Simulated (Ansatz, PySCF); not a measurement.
Noncovalent pair: HCl (SMILES Cl) (first 2 atoms) with N2 (SMILES N#N); geometry from B3LYP-D3(BJ)/def2-TZVP.
(charge 0, multiplicity 1):
```json
[
 {"atom": "Cl", "x (Å)": "-0.1797", "y (Å)": "-0.2793", "z (Å)": "-0.3226"},
 {"atom": "H", "x (Å)": "-0.1622", "y (Å)": "-0.2077", "z (Å)": "0.9591"},
 {"atom": "N", "x (Å)": "-0.1296", "y (Å)": "-0.0764", "z (Å)": "3.2784"},
 {"atom": "N", "x (Å)": "-0.1135", "y (Å)": "-0.0147", "z (Å)": "4.3668"}
]
```

Monomers are frozen at their geometry in the pair; levels with a basis set take the counterpoise correction. Rows marked so take none.

Cores are frozen in the correlated methods. CBS: X⁻³ extrapolation of the correlation energy, Hartree–Fock from the larger set. Rows in 6-31G* carry no dispersion term and start afresh at each structure (6-31G* with six Cartesian d functions).

Programs: Ansatz (an electronic-structure program) with Gaussian orbitals; PySCF for 6-31G* rows, the dispersion terms. Each number belongs to the level named beside it.

```json
[
 {"level": "HF/6-31G* (no counterpoise)", "interaction energy (kJ/mol)": "-2.0"},
 {"level": "HF/aug-cc-pV(T+d)Z", "interaction energy (kJ/mol)": "0.1"},
 {"level": "revPBE-D4/def2-TZVPPD", "interaction energy (kJ/mol)": "___"},
 {"level": "PBE0-D3(BJ)/def2-TZVPPD", "interaction energy (kJ/mol)": "-6.1"},
 {"level": "B2PLYP/def2-TZVPPD", "interaction energy (kJ/mol)": "-4.2"},
 {"level": "MP2/aug-cc-pV(T+d)Z", "interaction energy (kJ/mol)": "-6.1"},
 {"level": "CCSD(T)/aug-cc-pV(D+d)Z", "interaction energy (kJ/mol)": "-4.3"},
 {"level": "CCSD(T)/aug-cc-pV(Q+d)Z", "interaction energy (kJ/mol)": "-5.4"},
 {"level": "CCSD(T)/CBS(aug-cc-pV(T+d)Z, aug-cc-pV(Q+d)Z)", "interaction energy (kJ/mol)": "-5.6"}
]
```

Task: Fill in the missing entries.

Result: 
- revPBE-D4/def2-TZVPPD, interaction energy (kJ/mol): -4.8
